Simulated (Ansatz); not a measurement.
Program: Ansatz. Geometries: PBE0-D4/def2-TZVP. ΔE: electronic, gas phase. CCSD(T)/CBS adds triple-zeta CCSD(T) − MP2 to the extrapolated MP2 energy (def2 sets, frozen cores). This one scheme is used for every species. DFT in def2-TZVPP. B3LYP here is the variant with VWN-RPA as its local correlation; programs differ in this. HSE06 is defined as in plane-wave codes. def2 core potentials past Kr. For In outer-core shells are correlated without core-valence functions, which leaves a few kJ/mol of doubt a bond. One conformer a species, not always the lowest.

Consider the redistribution: `N#[C][In]([F])[Cl]` + `[SiH3]P` → `[F][InH][Cl]` + `N#C[SiH2]P`.

```
             level  ΔE (kJ/mol)  difference from CCSD(T)/CBS
       LDA (SPW92)        -42.8                        -17.5
            PBE-D4        -34.0                         -8.7
         revPBE-D4        -32.6                         -7.3
           BLYP-D4        -34.3                         -9.0
         r2SCAN-D4        -33.9                         -8.6
            B97M-V        -36.1                        -10.8
          B3LYP-D4        -33.2                         -7.9
        r2SCANh-D4        -33.4                         -8.1
        r2SCAN0-D4        -32.4                         -7.1
          HSE06-D4        -31.8                         -6.5
          BHLYP-D4        -29.8                         -4.5
      CAM-B3LYP-D4        -31.8                         -6.5
           ωB97X-V        -26.8                         -1.5
           ωB97M-V        -29.3                         -4.0
            B2PLYP        -27.5                         -2.2
               PBE        -33.1                         -7.8
            revPBE        -30.0                         -4.7
              BLYP        -32.3                         -7.0
            r2SCAN        -33.6                         -8.3
              PBE0        -31.0                         -5.7
             B3LYP        -31.8                         -6.5
           r2SCANh        -33.1                         -7.8
           r2SCAN0        -32.1                         -6.8
             HSE06        -31.1                         -5.8
             BHLYP        -29.1                         -3.8
         CAM-B3LYP        -31.0                         -5.7
           LC-ωPBE        -26.4                         -1.1
RPA@PBE/def2-TZVPP        -17.3                          8.0
      MP2/def2-SVP        -13.8                         11.5
     CCSD/def2-SVP        -13.5                         11.8
  CCSD(T)/def2-SVP        -13.4                         11.9
     HF/def2-TZVPP        -20.0                          5.3
    MP2/def2-TZVPP        -22.4                          2.9
SCS-MP2/def2-TZVPP        -20.8                          4.5
   CCSD/def2-TZVPP        -20.7                          4.6
CCSD(T)/def2-TZVPP        -20.2                          5.1
    MP2/def2-QZVPP        -25.4                         -0.1
SCS-MP2/def2-QZVPP        -23.5                          1.8
      HF/CBS(def2)        -20.2                          5.1
     MP2/CBS(def2)        -27.5                         -2.2
       CCSD(T)/CBS        -25.3                            0
```

Largest T1 diagnostic among the species: 0.016.

From BLYP to BHLYP (50 % exact exchange), in def2-TZVPP and without D4, ΔE moves by +3.1 kJ/mol. At CCSD(T), def2-SVP lies +11.9 kJ/mol from the extrapolated value and def2-TZVPP +5.0 kJ/mol.
